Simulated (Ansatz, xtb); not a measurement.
## C4H4F2O2: which of two isomers lies lower

We compare a, `C=C1OCC(F)(F)O1`, a singlet, with b, `O=C1O[C@@H](CF)[C@@H]1F`, a singlet. Both are isolated molecules in the gas phase, relaxed with B3LYP/def2-SVP; the shapes shown needn't be the lowest conformers.

a (Å):

```xyz
12

C     0.9088   -0.6510    0.0465
C     0.3730    0.3284   -0.6787
C    -1.0163    1.4800   -2.0579
C     0.1289    2.3863   -1.5838
F    -0.3092    3.4642   -0.9028
F     0.8757    2.8567   -2.6029
O    -0.7530    0.2380   -1.4340
O     0.8996    1.5975   -0.7647
H     0.4318   -1.6291    0.0628
H     1.8176   -0.4669    0.6158
H    -1.9877    1.8810   -1.7309
H    -0.9992    1.3757   -3.1535
```

b (Å):

```
atom    x (Å)    y (Å)    z (Å)
   C   0.9666   0.2273   1.7314
   C   0.8739   1.2398  -0.0527
   C   0.1572   0.9125  -1.3380
   C   0.0487   1.3633   1.2428
   F  -0.8571   0.0076  -1.1023
   F   0.1257   2.5414   1.9191
   O   1.1792  -0.3667   2.7354
   O   1.5721   0.0854   0.5098
   H   1.5708   2.0825  -0.1901
   H   0.8626   0.4746  -2.0642
   H  -0.2742   1.8340  -1.7676
   H  -1.0029   1.0528   1.1364
```

Problem. Estimate which is lower in electronic energy at CCSD(T)/def2-SVP + ΔMP2/def2-TZVPP, and by roughly how much.

Solution. The CCSD(T)/def2-SVP + ΔMP2/def2-TZVPP calculation puts structure a lower, by 0.166 eV.

How the difference moves with the method:

| level | geometry | E(b) − E(a) (eV) | departure from the last row (eV) | job, with rough time for the two |
| --- | --- | --- | --- | --- |
| GFN2-xTB | GFN2-xTB | +0.670 | +0.504 | optimisation, 0.16 s |
| HF/STO-3G | GFN2-xTB | +0.767 | +0.601 | single point, 0.34 s |
| r2SCAN-D4/def2-SVP | GFN2-xTB | +0.325 | +0.159 | single point, 3.3 s |
| B3LYP/def2-SVP | B3LYP/def2-SVP | +0.281 | +0.115 | optimisation, 25 s |
| HF/def2-SVP | B3LYP/def2-SVP | +0.386 | +0.220 | part of the CCSD(T) run |
| MP2/def2-SVP | B3LYP/def2-SVP | +0.116 | −0.050 | part of the CCSD(T) run |
| CCSD(T)/def2-SVP | B3LYP/def2-SVP | +0.165 | −0.001 | single point |
| CCSD(T)/def2-SVP + ΔMP2/def2-TZVPP | B3LYP/def2-SVP | +0.166 |  | single point, 70 s |

As drawn, b has 1 C=O, 2 C–C in place of 1 C=C, 2 C–O. Structure a has a 5-membered ring, b a 4-membered ring.

None of the levels shown reverses the order. The largest departure from CCSD(T)/def2-SVP + ΔMP2/def2-TZVPP is that of HF/STO-3G, 0.601 eV. The last row adds to CCSD(T) the change of the MP2 difference between the two basis sets, here +0.001 eV.

With thermal terms from frequencies at re-optimised GFN2-xTB minima (ideal gas, soft modes damped towards free rotors, one conformer each, 298.15 K, 1 atm): the zero-point term adds +0.022 eV; ΔH is +0.195 and ΔG +0.167 eV.

The correlated steps freeze 8 core orbitals. Mirror images aren't counted in ΔG. Codes used: Ansatz 0.2.0, xtb 6.7.1; the last row on 4 threads of Arm Neoverse V1 on a shared host.
